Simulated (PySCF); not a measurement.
PySCF input file for HS2, SMILES S[S] (connectivity only; charge and spin as stated), charge -1, multiplicity 1, PBE/pcSseg-2. The structure is a stationary point at B3LYP-D3(BJ)/def2-TZVPD. The multiplicity is an assumed one; other spin states were not compared. The isomer is the one that the SMILES or the coordinates give; other isomers of the formula were not compared.

```python
import numpy as np
from pyscf import gto, scf, dft
from pyscf.prop.nmr import rks as nmr

mol = gto.M(
    atom='''
    S     0.01266025    1.09310994    0.00000000
    S    -0.08882898   -1.00826370    0.00000000
    H     1.21869963   -1.35753982    0.00000000
    ''',
    basis='pcSseg-2',
    charge=-1,
    spin=0,
    max_memory=1600,
    verbose=3,
)
mf = dft.RKS(mol, xc='pbe')
mf.grids.level = 3
mf.conv_tol = 1e-10
mf.max_cycle = 100
mf.kernel()
n = nmr.NMR(mf)
n.verbose = 2
n.max_cycle_cphf = 60
sigma = n.kernel()
print('atom   isotropic/ppm   span/ppm')
for i, s in enumerate(sigma):
    w = np.linalg.eigvalsh((s + s.T) / 2)
    print(f'{mol.atom_symbol(i):2s}{i + 1:3d} {w.mean():14.3f} {w[2] - w[0]:11.3f}')
```

Log of the run:

```
converged SCF energy = -796.727762653579
atom   isotropic/ppm   span/ppm
S   1        503.552     731.446
S   2        596.452     575.882
H   3         30.878      22.047
```

The run converged.
